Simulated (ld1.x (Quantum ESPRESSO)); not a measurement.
# How hard is this potassium TM potential?

- Element: K (Z = 19)
- Generator: ld1.x (Quantum ESPRESSO) 7.5
- Type: norm-conserving Troullier–Martins (Kleinman–Bylander form)
- Functional: LDA (PZ)
- Relativity: fully relativistic
- Frozen core: [Ne]
- Valence charge: 9
- Reference configuration: 3s2 3p6 4s1 4p0
- Partial waves: 3p (bound): rc 1.25 bohr; 3d channel at 0.05 Ry: rc 1.40 bohr; 3s (bound): rc 1.55 bohr
- Local potential: the s channel
- Core correction: a·sin(br)/r model core inside 1.20 bohr

Open shells are filled in proportion to 2j + 1 (rel_dist='average').

Occupied shells without a wave of their own: 4s. They enter only through the test configuration that unscreens the potential, and ld1.x also counts them in the model core charge.

The pseudo-atom Hamiltonian at the reference potential is diagonalised in spherical Bessel functions j_l(qr) that vanish at 20 bohr, with q² up to the cutoff. All-electron valence levels (Ry): 3p1/2 -1.3975, 4p1/2 -0.0620, 3p3/2 -1.3775, 4p3/2 -0.0614, 3s -2.5851, 4s -0.1786.

Q: How do the lowest levels (Ry) of each channel move with the cutoff, and are there ghosts?

A:

```tsv
cutoff (Ry)	p1/2 #1	p1/2 #2	p3/2 #1	p3/2 #2	p3/2 #3	d3/2 #1	d5/2 #1	s #1	s #2	f #1	Σ f·Δε (mRy)
8	-1.1042	-0.0500	-1.0951	-0.0497	0.0595	0.0196	0.0196	-2.4495	-0.1754	0.0873	1994.1
15	-1.3641	-0.0604	-1.3464	-0.0599	0.0528	0.0181	0.0181	-2.4966	-0.1768	0.0872	373.7
30	-1.3928	-0.0619	-1.3728	-0.0613	0.0519	0.0156	0.0156	-2.5784	-0.1817	0.0872	42.3
45	-1.3958	-0.0620	-1.3760	-0.0614	0.0518	0.0130	0.0130	-2.5805	-0.1819	0.0872	19.2
70	-1.3974	-0.0621	-1.3775	-0.0615	0.0518	0.0106	0.0107	-2.5848	-0.1821	0.0872	1.2
100	-1.3974	-0.0621	-1.3775	-0.0615	0.0518	0.0105	0.0105	-2.5850	-0.1821	0.0872	0.5
400	-1.3975	-0.0621	-1.3776	-0.0615	0.0518	0.0105	0.0105	-2.5851	-0.1821	0.0872	0.0
```

Result: no extra level below or beside the all-electron valence levels (p1/2, p3/2, d3/2, d5/2, s, f tested); 10 mRy is reached at 55 Ry and 1 mRy at 80 Ry.

ld1.x takes every shell without a wave as core, so the model core holds the 4s electrons as well and exchange and correlation see them twice. This cancels in the reference configuration, but the file is broken for other ones, and its errors say nothing about a proper core correction. Its largest configuration-test error is -330 meV.
